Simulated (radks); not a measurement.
The numbers below are computed, except where a source is named.
Numerical settings for neutral technetium, [Kr] 4d5 5s2. Level of theory: Dirac Kohn-Sham, LDA (Slater exchange, Perdew-Wang correlation), spin-unpolarised, spherical densities, finite nucleus; open shells are shared between the two j in proportion to 2j + 1; Fermi nuclear charge, rms radius 4.4112 fm (a radial shooting solver on a logarithmic mesh with Libxc functionals). The defaults (mesh step 0.008 in ln r, mesh end at 40 bohr or more with all orbitals vanishing there, Anderson mixing 0.5 over 9 steps, residual threshold near 1e-9 with the energy settled to 1e-9 hartree or 1e-11 of itself, here a cap of 84 iterations) give E = -4281.8716 hartree and 5s1/2 at -5.259 eV in 14 iterations. Run on one thread of a shared host, so times are rough (Arm Neoverse V2): 0.11 s of CPU time, 0.11 s wall, 14 iterations on 2437 mesh points. Changes against that run (0 stands for a change within the tolerance of the run):

| setting | iterations | converged | E (mhartree) | e(5s1/2) (meV) | CPU (s) |
|---|---|---|---|---|---|
| mesh step in ln r 0.03 | 14 | yes | +0.00088 | 0 | 0.04 |
| mesh step in ln r 0.05 | 14 | yes | +0.0187 | 0 | 0.02 |
| mesh step in ln r 0.005 | 14 | yes | 0 | 0 | 0.17 |
| mesh end (bohr) 1 | 13 | level above zero | +2.45e+05 | +1.28e+06 | 0.07 |
| mesh end (bohr) 20 | 14 | yes | 0 | 0 | 0.1 |
| residual threshold 1e-13 | 20 | yes | 0 | 0 | 0.13 |
| residual threshold 1e-05 | 11 | yes | 0 | +0.0356 | 0.09 |
| mixing 1 | 12 | yes | 0 | 0 | 0.1 |
| linear mixing, mixing 1 | 84 | no | +2.93e+04 | +5.26e+03 | 1.8 |
| linear mixing, mixing 0.05 | 84 | no | +0.00803 | -39 | 0.51 |
| mixing history 20 | 19 | yes | 0 | 0 | 0.13 |
| iteration cap 8 | 8 | no | 0 | +0.618 | 0.07 |

Settled on a wrong energy, with an occupied level pushed above zero by the early mesh end: mesh end (bohr) 1 (+245 hartree). Apart from these: no run marked as converged misses the energy by more than 1 mhartree. A mesh that ends early acts as a hard wall.
